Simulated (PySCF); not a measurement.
## `[O]=[Cr](=[O])([Cl])[Cl]`: ΔSCF against reference XPS values

What was measured (core binding energies): Cl 2p3/2 of Cl4/Cl5 206.07 eV [1]. Sources and the comparison follow the method.

Cl2CrO2 (singlet state).
Atom-mapped SMILES: `[O:1]=[Cr:2](=[O:3])([Cl:4])[Cl:5]`

Structure used (PBE0-D3(BJ)/def2-SVP), in Å, numbered top down from 1:
```
atom  x, y, z in Å
O1    -0.465   -0.851    1.259
Cr2   -0.059   -0.110   -0.012
O3    -0.790   -0.732   -1.196
Cl4   -0.612    1.921    0.154
Cl5    2.018   -0.332   -0.302
```

Method used: delta-SCF UKS SCAN, pcX-2 on the ionised atom, pcseg-1 elsewhere, spin-free X2C (PySCF 2.14.0). Each binding energy is the total energy of the core-ionised species, with the hole localised on one atom, minus that of the ground state; both are solved self-consistently, so orbital relaxation is included.

| atom | environment | level | this calculation (eV) | reference (eV) | difference (eV) | source |
| --- | --- | --- | --- | --- | --- | --- |
| Cl4/Cl5 | chlorine bonded to Cr | Cl 2p3/2 | 206.57 | 206.07 | +0.50 | [1] |

[1] measured, gas; Jolly, Perry, The calculation of atomic charges by an electronegativity equalization procedure, LBL-2565 (Inorg. Chem. 1974, 13, 2686) Note: scanned preprint of 1974; its energy scale lies about 0.1-0.2 eV below the 1984 compilation (compare Si(CH3)4 105.82 with 105.96).

Task: How well does this level of theory reproduce the measurements here?

Result: The one measured value differs by +0.50 eV, too little evidence for a typical error. The calculation is vertical and has no vibrational structure, and measured positions depend on the energy calibration.

Task: What does the calculation give for the levels without a reference value here?

Result: O1/O3 O 1s 539.10 eV; Cl4/Cl5 Cl 1s 2829.17 eV.

Atoms equivalent by their bonding share one computed value, that of the first of them. The 2p values add to the ΔSCF energy of one spin-free hole a correction within the shell (spin–orbit coupling, ligand field). 2p1/2 minus 2p3/2 (ligand field included): Cl 1.65 eV. No level of chromium is listed. Isolated species at its PBE0-D3(BJ)/def2-SVP geometry, gas phase.

Time: 16 s wall; peak memory 0.42 GiB. Hardware: one thread of an Arm Neoverse V1, no GPU, shared host with 32 logical CPUs at a one-minute load of 11.
